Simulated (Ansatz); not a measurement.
Diatomic InMo, multiplicity 8 (lowest of 2S+1 = 2, 4, 6, 8 at CCSD(T)/def2-TZVPP on PBE0 minima; our sources give no spin for the ground state, which may be another). No spin–orbit coupling.

The constants come from a fifth-degree fit in 1/R (seven points, main isotopes). Runs in def2 and cc sets follow the lowest solution found near the PBE0 minimum.

The values were computed with Ansatz (Gaussian orbitals). Each number belongs to the level named beside it. In def2 rows elements past Kr take small-core potentials, without spin–orbit coupling.

What bond length and harmonic frequency does r2SCAN/def2-TZVPP give?

r_e = 2.889 Å, ω_e = 125 cm⁻¹.

What bond length and harmonic frequency does CAM-B3LYP/def2-TZVPP give?

r_e = 2.921 Å, ω_e = 115 cm⁻¹.

What bond length and harmonic frequency does wB97X-V/def2-TZVPP give?

r_e = 2.902 Å, ω_e = 119 cm⁻¹.

Ansatz is a quantum-chemistry and plane-wave program.
